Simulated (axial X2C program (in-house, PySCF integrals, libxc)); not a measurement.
## KSn: cheaper levels and CCSD(T), with spin–orbit coupling

Computed with an in-house relativistic program for diatomic molecules. Two-component (2c) means X2C with spin–orbit coupling and atomic mean-field two-electron Coulomb and Gaunt terms. Basis: Sn dyall-cv3z [11s12p9d4f1g], K dyall-cv3z [11s12p6d3f] (cores contracted in-house); Gaussian nuclei, density fitting, unrestricted open shells. Masses: Sn 119.902 u, K 38.964 u.

State: Ω = 3/2 (⟨Sz⟩ = 1.49, ⟨Lz⟩ = 0.01 at HF); fragments Sn + K.

```tsv
level	Re (Å)	ωe (cm⁻¹)
PBE0	3.255	137.0
HF	3.367	132.7
MP2	3.273	141.7
CCSD	3.292	140.0
B97-3	3.298	132.6
```

Correlated methods: 13 electrons correlated (number of frozen shells: Sn 4 s, 3 p, 2 d; K 2 s, 1 p), 299 virtual spin orbitals or spinors in MP2, 90 natural virtuals in coupled cluster.

CCSD(T), same Hamiltonian and basis:

Re = 3.285 Å, ωe = 140.7 cm⁻¹; T1 = 0.008 (Lee–Taylor normalisation).

Question: Give the differences from CCSD(T) in the columns below.

Answer: 

| level | ΔRe (Å) | Δωe (cm⁻¹) |
| --- | --- | --- |
| PBE0 | -0.030 | -3.7 |
| HF | 0.082 | -8.0 |
| MP2 | -0.012 | 1.0 |
| CCSD | 0.007 | -0.7 |
| B97-3 | 0.013 | -8.1 |

One determinant describes the state; a PBE0 search over occupations chose it and may have missed a lower one. De is not given where an atomic determinant may have missed its ground term or J level, or where the truncated virtual space spoils (T). Density functionals use the spin component along the axis (collinear). CCSD and (T) use frozen natural virtuals with an MP2 correction for the truncation; (T) itself is uncorrected, so its De runs slightly low. Other states lie close and PBE0, whose exact exchange favours high spin, may order them wrongly; the determinant shown need not be the ground state. The nearest other 2c determinant of the search, Ω = 1/2, lies 0.49 eV up at the distance of the search. The functionals have no current-density term, which raises determinants with orbital currents, atoms included. With several unpaired electrons one determinant need not be a pure state. This is the top spin component of a Σ state; components of lower Ω are not single determinants and can lie lower. With the outer-core shells frozen, correlated bond lengths of heavy atoms tend to come out a few hundredths of an ångström too long.
